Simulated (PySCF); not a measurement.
C4H8ClF. Atoms are numbered in the order given.

```xyz
14

C     -0.4171     1.9316    -0.6315
C     -0.1519     0.4784    -0.9969
C     -1.4311    -0.3272    -1.1758
C      0.8000    -0.1773    -0.0127
F      1.1115    -1.4296    -0.4236
Cl     0.1060    -0.2791     1.6379
H     -0.9634     1.9996     0.3214
H      0.5173     2.5054    -0.5283
H     -1.0246     2.4167    -1.4093
H      0.4105     0.4538    -1.9491
H     -2.0482     0.1068    -1.9760
H     -2.0228    -0.3287    -0.2479
H     -1.2072    -1.3703    -1.4400
H      1.7341     0.3951     0.0973
```

Geometry: PBE0-D3(BJ)/def2-SVP. Other conformers were not sampled.

These are TDDFT-PBE/def2-SVPD run with PySCF 2.14.0 values and carry that method's errors.

Vertical excitations. Gas-phase values at a fixed geometry.

```csv
state,energy (eV),λ (nm),f,main pairs
S1,7.00,177,0.004,HOMO→LUMO 96 %
S2,7.18,173,0.011,HOMO→LUMO+1 97 %
S3,7.44,167,0.009,HOMO−1→LUMO 96 %
S4,7.54,165,0.013,HOMO−1→LUMO+1 98 %
S5,7.90,157,0.046,"HOMO−2→LUMO 75 %, HOMO→LUMO+2 15 %"
S6,7.92,157,0.001,"HOMO→LUMO+2 84 %, HOMO−2→LUMO 13 %"
S7,8.03,154,0.008,HOMO→LUMO+3 92 %
S8,8.07,154,0.008,"HOMO−3→LUMO 75 %, HOMO−4→LUMO 19 %"
S9,8.17,152,0.005,HOMO→LUMO+4 94 %
S10,8.18,152,0.008,"HOMO−4→LUMO 73 %, HOMO−3→LUMO 18 %"
T1,6.42,193,0,HOMO→LUMO 99 %
T2,6.77,183,0,HOMO−1→LUMO 99 %
T3,7.07,175,0,HOMO→LUMO+1 99 %
T4,7.48,166,0,HOMO−1→LUMO+1 95 %
```
Triplets are in the Tamm–Dancoff approximation, which puts them higher than full response would, so one can lie above its singlet here.
